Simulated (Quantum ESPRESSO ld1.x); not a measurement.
The numbers below are computed, except where a source is named.
Q: Species: Pd XXXIX. Configuration: [He] 2s2 2p4. Level of theory: scalar-relativistic Kohn-Sham, RPBE, spin-unpolarised, spherical densities, point nucleus (ld1.x of Quantum ESPRESSO 7.5). Some entries of the table are withheld. Estimate them.

| orbital | occ. | eigenvalue (eV) | <r^2> (bohr^2) | r(max) (bohr) |
|---|---|---|---|---|
| 1s | 2 | -26896.265 | 0.001364 | (1) |
| 2s | 2 | -5948.017 | 0.02093 | 0.1145 |
| 2p | 4 | (2) | 0.01616 | (3) |
| 3s | 0 | (4) | 0.1129 | 0.3013 |
| 3p | 0 | -2383.655 | 0.1052 | (5) |
| 3d | 0 | -2283.858 | (6) | 0.2244 |

A: 
(1) 1s r(max) (bohr): 0.02064
(2) 2p eigenvalue (eV): -5638.494
(3) 2p r(max) (bohr): 0.09095
(4) 3s eigenvalue (eV): -2479.545
(5) 3p r(max) (bohr): 0.2870
(6) 3d <r^2> (bohr^2): 0.07913
